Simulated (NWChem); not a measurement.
Species: Si$_{3}$H$_{7}$ cation

```xyz
10

Si     0.3065     2.1595     0.0041
Si    -0.6586    -0.0005    -0.0060
Si     0.3030    -2.1614    -0.0183
H     -0.1925     2.7240    -1.2834
H      1.7807     2.0022     0.0689
H     -0.3048     2.8112     1.1960
H     -2.1537     0.0033     0.0250
H     -0.4409    -2.8996    -1.0752
H     -0.0335    -2.6264     1.3601
H      1.7592    -2.0111    -0.2620
```
Atoms are numbered in this order, from 1.

Level: PBE0/def2-SVP (NWChem), optimised geometry, unscaled harmonic frequencies. 

### Question
List the harmonic frequencies with IR intensities, and the thermochemistry.

### Answer
```csv
frequency (cm⁻¹),IR intensity (km/mol)
15,0.7
28,0.3
97,3.3
313,2.3
340,13.5
357,0.7
418,5.6
479,0.2
551,8.4
554,8.8
725,339.2
811,160.2
824,25.8
885,0.4
889,57.6
898,1.1
903,55.1
2233,1.4
2238,0.5
2243,12.4
2263,4.7
2267,7.2
2300,1.4
2301,25.0
```

| Property | Result |
|---|---|
| zero-point energy | 35.6 kcal/mol |
| thermal correction to the enthalpy at 298.15 K (with zero-point energy) | 41.2 kcal/mol |
| heat capacity Cv | 25.8 cal/(mol K) |
| entropy at 298.15 K and 1 atm (symmetry number 1) | 90.2 cal/(mol K) |

Rigid rotor and harmonic oscillator; modes under 100 cm⁻¹ make the entropy uncertain.
